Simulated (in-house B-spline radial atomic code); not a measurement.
Ionising Fe5+ with different functionals

Computed with a B-spline radial code for spherical atoms: scalar-relativistic (spin-free X2C) Hamiltonian, Fermi nucleus of rms radius 3.7377 fm, spin-polarised at highest spin, spherical fractional occupations for the functionals, and exact exchange of hybrids averaged over the configuration. The ionisation energy is the difference of two self-consistent energies, [Ar] 3d3 → [Ar] 3d2, without Breit or QED terms; ε is the level of the shell that loses the electron (its least bound occupied spin orbital).

```tsv
method	rung	ΔSCF (eV)	-ε(3d) (eV)
PBE0	global hybrid	?	?
B3LYP	global hybrid	99.60	90.37
TPSSh	global hybrid	99.39	88.83
BHandHLYP	global hybrid	99.39	94.25
r2SCAN0	global hybrid	99.63	91.21
B97-1	global hybrid	99.41	90.32
HSE06	range-separated hybrid	?	?
wB97X	range-separated hybrid	99.13	93.02
CAM-B3LYP	range-separated hybrid	99.57	92.39
LC-wPBE	range-separated hybrid	99.53	93.22
```

(1) What does HSE06 give?

(2) What does PBE0 give?

(3) Among the functionals, which spreads more, the ΔSCF values or the orbital energies?

(4) How do they compare with the NIST value?

Answers

(1) ΔSCF 99.44 eV, and -ε(3d) = 90.50 eV.

(2) ΔSCF 99.51 eV, and -ε(3d) = 90.98 eV.

(3) The orbital energies: ΔSCF values span about 0.50 eV and the orbital energies 5.42 eV; here energy differences depend much less on the functional than eigenvalues do.

(4) NIST lists 98.98 eV ± 0.015 (measured, ground level to ground level). Errors run from +0.15 to +0.65 eV; wB97X is closest (+0.15 eV), but part of that can be cancellation, since the calculations leave out spin-orbit coupling, Breit-QED terms, multiplet and fine-structure energies.
